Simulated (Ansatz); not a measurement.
Geometry optimisation, Ansatz, RKS PBE/def2-SVPD.

input.yaml

```yaml
crystal:
  periodic: [false, false, false]
  atoms:
    - { symbol: Ga, position_ang: [-0.59002, 0.37076, -0.72007] }
    - { symbol: C, position_ang: [0.64639, -0.11225, 0.80641] }
    - { symbol: Se, position_ang: [0.90726, -1.83521, 1.0525] }
    - { symbol: H, position_ang: [-1.17678, -0.85292, -1.50007] }
    - { symbol: H, position_ang: [-0.95031, 1.858, -1.12147] }
    - { symbol: H, position_ang: [1.4397, -3.13613, 1.65667] }
basis:
  gaussian: { orbitals: def2-SVPD }
hamiltonian:
  xc: pbe
relax:
  f_tol: 0.02
  max_steps: 50
output:
  orbitals: {}
```

Command:

```bash
$ ansatz run input.yaml --threads 2 --pin off --max-ram 3072MiB --backend cpu --events-out ev --progress --plain --runs-dir out
```

Question: Where does it end, and by what steps?

Answer: It converged. After 22 steps the energy has fallen by 3.129 eV; C2 moved furthest, 0.95 Å.

| step | energy less start (eV) | largest force component (eV/Å) | accepted |
| --- | --- | --- | --- |
| 0 | 0.0000 | 4.141 | yes |
| 1 | -1.3596 | 2.585 | yes |
| 2 | -2.0917 | 1.497 | yes |
| 3 | -2.1739 | 1.389 | yes |
| 4 | -2.4542 | 0.631 | yes |
| 5 | -2.5336 | 0.316 | yes |
| 6 | -2.5665 | 0.177 | yes |
| 7 | -2.5784 | 0.153 | yes |
| 8 | -2.6160 | 0.298 | yes |
| 9 | -2.6845 | 0.508 | yes |
| 10 | -2.7764 | 0.907 | yes |
| 11 | -2.9541 | 0.698 | yes |
| 12 | -3.0333 | 0.537 | yes |
| 13 | -3.0628 | 0.851 | yes |
| 14 | -3.0905 | 0.572 | yes |
| 15 | -3.1096 | 0.248 | yes |
| 16 | -3.1202 | 0.126 | yes |
| 17 | -3.1275 | 0.103 | yes |
| 18 | -3.1116 | 0.156 | no |
| 19 | -3.1290 | 0.038 | yes |
| 20 | -3.1292 | 0.028 | yes |
| 21 | -3.1293 | 0.027 | yes |
| 22 | -3.1294 | 0.007 | yes |

```xyz
6
Properties=species:S:1:pos:R:3
Ga -0.681 0.196 -0.800
C 0.189 -0.879 0.481
Se 1.551 -1.953 0.701
H -1.901 -0.432 -1.561
H -0.313 1.721 -0.827
H 1.432 -2.361 2.180
```

Whether the end is a true minimum wasn't checked by a vibrational analysis.

Time of the run: 37 s on 2 threads of Intel(R) Xeon(R) Platinum 8488C (Sapphire Rapids) (shared host), peak memory 0.21 GiB.
